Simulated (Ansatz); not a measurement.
Ideal-gas functions of CH5GeN (`C=[N][GeH3]`) at 500 K and 1 bar, from an Ansatz frequency run at PBE0-D4/def2-TZVP.

Molar mass 103.67 g/mol, point group Cs (symmetry number 1), electronic degeneracy 1, moments of inertia 13.618, 118.816, 126.046 u Å². Harmonic wavenumbers (cm⁻¹, unscaled): 148, 266, 492, 574, 643, 689, 839, 868, 879, 1113, 1213, 1508, 1747, 2109, 2174, 2174, 2963, 3061.

Use S(trans) = R[1.5 ln M + 2.5 ln T − 1.1517]; rotational temperatures θ = 24.2544 K / I; S(rot) = R[ln(√π/σ · √(T³/θAθBθC)) + 1.5]; for each mode x = 1.438777 ν̃/T, S = R[x/(eˣ − 1) − ln(1 − e⁻ˣ)] and H = RT x/(eˣ − 1); 1 cm⁻¹ = 0.0119627 kJ/mol; R = 8.31446 J/(mol·K).

Task: By hand: the entropy, in J/(mol·K).

Result: Translation 177.5. Rotation: θ = 1.7811, 0.2041, 0.1924 K, giving 105.8. Vibration, mode by mode: 15.47, 10.74, 6.09, 5.03, 4.29, 3.86, 2.75, 2.58, 2.51, 1.47, 1.17, 0.59, 0.33, 0.14, 0.12, 0.12, 0.02, 0.01, in all 57.3. Electronic 0.0. Sum 340.6 J/(mol·K).

Task: By hand: H − E and G − E in kJ/mol, counted from the electronic energy.

Result: Zero-point energy ½ × 23460 × 0.0119627 = 140.3; thermal vibration 16.8; translation, rotation and pV give 4 RT = 16.6. H − E = 173.7 kJ/mol, and G − E = 173.7 − 500 × 340.6/1000 = 3.4 kJ/mol.

Vibration gives 17 % of the entropy, 15.5 J/(mol·K) of it from the mode under 150 cm⁻¹: soft modes count most, and the harmonic formula is weakest for them.
